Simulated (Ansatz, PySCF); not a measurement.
AlF$_{2}$, charge +1, singlet, at a GFN2-xTB geometry (such geometries of metal compounds can be far from the true shape). Base run: PySCF with WB97X/STO-3G.

The PySCF input:
```python
from pyscf import gto, scf, dft

mol = gto.M(
    atom='''
Al    0.00000000    0.00000000    0.00000000
F     0.00000000    0.00000000    1.61313589
F    -0.00000000   -0.00000000   -1.61313589
''',
    basis='sto-3g',
    charge=1,
    verbose=4,
)

mf = dft.RKS(mol)
mf.xc = 'wb97x'
mf.kernel()
```

The same geometry, method and basis name were run in Ansatz (a quantum-chemistry and plane-wave program) and PySCF, at each program's defaults and at the settings that a row names. The base is PySCF at its defaults. Differences at the defaults can come from grids, fitting, cores and function types together.

```csv
code and settings,ΔE vs base (µEh),basis functions,E (Eh),SCF cycles
"PySCF, defaults (exact integrals, its default grid, spherical functions)",0.0,19,-436.10601,8
"Ansatz, defaults (factorised integrals, its default grid, spherical functions)",-15.0,19,-436.10602,-
"PySCF, density fitting with def2-universal-jkfit",-1326,19,-436.10733,8
"PySCF, fine grid",-17.2,19,-436.10603,8
"Ansatz, high accuracy",-15.0,19,-436.10602,-
```
